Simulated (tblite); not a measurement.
A tight-binding relaxation on `C=N[SiH2][C@@H](C)[SiH2]C[SiH3]`.

Computed with GFN2-xTB geometry optimisation, gas phase (tblite 0.8.0). Start geometry: from a force field or distance geometry. The command runs a driver script over a list of jobs; the input below is this job's line of settings and its coordinates in Å.

Command:
```bash
OMP_NUM_THREADS=1 python probes_run.py task.json out
```

Input:
```
{"job": {"kind": "relax", "xc": "GFN2-xTB", "basis": "xTB"}, "charge": 0, "multiplicity": 1}
C      3.417600    -1.544400    -0.537600
N      2.163700    -1.209100    -0.447000
Si     1.780700     0.115700     0.625500
C      0.164000     0.960800     0.306400
C      0.415000     2.442400     0.099000
Si    -0.906500     0.193400    -0.984700
C     -1.672300    -1.399400    -0.361200
Si    -3.145200    -0.893500     0.665000
H      4.202300    -1.030700     0.005600
H      3.663800    -2.369900    -1.188000
H      1.746000    -0.432300     2.001700
H      2.843500     1.117700     0.567700
H     -0.418300     0.914300     1.280100
H     -0.522000     2.991800    -0.073500
H      1.161700     2.599900    -0.689400
H      0.823200     2.820100     1.072100
H     -2.063600     1.117100    -1.144100
H     -0.291200     0.049400    -2.294800
H     -0.902200    -1.902100     0.284900
H     -1.915900    -2.071200    -1.180600
H     -4.354700    -1.445100     0.043100
H     -3.215800     0.552200     0.786200
H     -2.978600    -1.549900     1.992400
```

Output:
```
step      E/eV     max force
  0    -660.10512    3.107
  1    -660.27404    3.117
  2    -660.35826    0.466
  3    -660.38601    0.409
  4    -660.46592    0.374
  5    -660.48728    0.367
  6    -660.51393    0.282
  7    -660.52996    0.321
  8    -660.55214    0.372
  9    -660.56924    0.332
... (243 lines left out)
253    -660.90848    0.021
254    -660.90857    0.019
255    -660.90867    0.028
256    -660.90876    0.026
257    -660.90885    0.018
258    -660.90892    0.013
259    -660.90895    0.012
260    -660.90899    0.012
261    -660.90902    0.012
262    -660.90905    0.007
```

«max force» is the largest atomic force in eV/Å.

Task: From which step on does the largest force stay under 0.1 eV/Å, and how much energy is left to gain from there?

Result: From step 211 (0.095 eV/Å), 14.3 meV above the end.

Summary of the converged run: energy lowered by 18.5 kcal/mol over 262 steps; largest atomic force 0.007 eV/Å at the end.

Task: Where do the atoms end?

Result: 0.878 Å rms from the input after alignment:
```
atom  x, y, z in Å
C1     3.2343   -0.9966   -0.5473
N2     2.0813   -0.9178   -0.0808
Si3    1.3358    0.0319    1.1485
C4     0.0720    1.1210    0.2290
C5     0.7375    2.3581   -0.3717
Si6   -0.9143    0.1939   -1.1096
C7    -1.6704   -1.4034   -0.4203
Si8   -2.8379   -1.1965    1.0573
H9     4.0949   -0.4206   -0.1928
H10    3.4324   -1.6840   -1.3674
H11    0.7153   -0.9826    1.9991
H12    2.2172    0.8938    1.9569
H13   -0.6404    1.4604    0.9869
H14   -0.0006    3.0038   -0.8464
H15    1.4632    2.0695   -1.1302
H16    1.2568    2.9416    0.3884
H17   -1.9864    1.0835   -1.5958
H18   -0.0469   -0.1072   -2.2594
H19   -0.8596   -2.0753   -0.1412
H20   -2.2123   -1.8959   -1.2273
H21   -3.9351   -0.2880    0.7095
H22   -2.1261   -0.6657    2.2238
H23   -3.4154   -2.4969    1.4197
```

Hardware: one thread, Arm Neoverse N1 (aarch64), no GPU, shared host with 64 logical CPUs at a one-minute load of 61. Cost: 5.0 s of wall time.
Labels such as C1 count atoms from 1, the log's own numbers from 0.
